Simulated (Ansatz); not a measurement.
`[SiH3][Al]1[CH2]C[O]1` and `C[O][Al]1[CH2]C[O]1` differ in one atom or group.

Ansatz, PBE0-D4/def2-TZVP geometries, multiplicity 1. Each molecule was computed in one conformer, which needn't be the lowest.

| property | `[SiH3][Al]1[CH2]C[O]1` |
| --- | --- |
| HOMO energy (B3LYP/def2-TZVPP) / eV | -7.00 |
| LUMO energy (B3LYP/def2-TZVPP) / eV | -1.52 |
| HOMO–LUMO gap (ωB97M-V/def2-TZVPP) / eV | 9.56 |
| HOMO–LUMO gap (PBE/def2-TZVPP) / eV | 4.02 |
| LUMO energy (PBE0/def2-TZVPP) / eV | -1.34 |
| HOMO energy (PBE0/def2-TZVPP) / eV | -7.20 |

Task: Give the same properties after the change, and the shifts. (Best estimate.)

Result: Computed: 
| property | `C[O][Al]1[CH2]C[O]1` | shift |
| --- | --- | --- |
| HOMO energy (B3LYP/def2-TZVPP) / eV | -7.41 | -0.41 |
| LUMO energy (B3LYP/def2-TZVPP) / eV | -0.45 | 1.07 |
| HOMO–LUMO gap (ωB97M-V/def2-TZVPP) / eV | 11.40 | 1.84 |
| HOMO–LUMO gap (PBE/def2-TZVPP) / eV | 5.13 | 1.11 |
| LUMO energy (PBE0/def2-TZVPP) / eV | -0.17 | 1.17 |
| HOMO energy (PBE0/def2-TZVPP) / eV | -7.64 | -0.44 |

With PBE0 the HOMO falls by 0.44 eV and the LUMO rises by 1.17 eV, so the gap widens by about 1.61 eV. PBE moves the HOMO by -0.04 eV and ωB97M-V by -0.80 eV.

B3LYP here is the variant with VWN-RPA as its local correlation; programs differ in this.
